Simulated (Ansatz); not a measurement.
One change: `NCOC=[Se]` becomes `NC[O][ZnH]`.

Ansatz, PBE0-D4/def2-TZVP geometries, multiplicity 1. Each molecule was computed in one conformer, which needn't be the lowest.

Scalar relativity is left out up to krypton.

```tsv
property	`NCOC=[Se]`
HOMO energy (B3LYP/def2-TZVPP) / eV	-5.96
size of the dipole moment (B3LYP/def2-TZVPP) / D	3.14
LUMO energy (B3LYP/def2-TZVPP) / eV	-1.79
HOMO–LUMO gap (B3LYP/def2-TZVPP) / eV	4.17
LUMO energy (PBE/def2-TZVPP) / eV	-2.43
HOMO energy (ωB97M-V/def2-TZVPP) / eV	-8.36
```

Problem. Give the same properties after the change, and the shifts. (Best estimate.)

Solution. Ansatz gave: 
| property | `NC[O][ZnH]` | shift |
| --- | --- | --- |
| HOMO energy (B3LYP/def2-TZVPP) / eV | -6.91 | -0.95 |
| size of the dipole moment (B3LYP/def2-TZVPP) / D | 1.46 | -1.68 |
| LUMO energy (B3LYP/def2-TZVPP) / eV | -0.70 | 1.09 |
| HOMO–LUMO gap (B3LYP/def2-TZVPP) / eV | 6.21 | 2.04 |
| LUMO energy (PBE/def2-TZVPP) / eV | -1.16 | 1.27 |
| HOMO energy (ωB97M-V/def2-TZVPP) / eV | -9.55 | -1.19 |

With PBE0 the HOMO falls by 0.94 eV and the LUMO rises by 1.16 eV, so the gap widens by about 2.10 eV. PBE moves the HOMO by -0.65 eV and ωB97M-V by -1.19 eV. Dipoles are sizes alone; their direction can turn.

B3LYP here is the variant with VWN-RPA as its local correlation; programs differ in this.

Spin–orbit coupling is left out; it splits and shifts lone-pair levels of the heavy atoms by tenths of an eV.
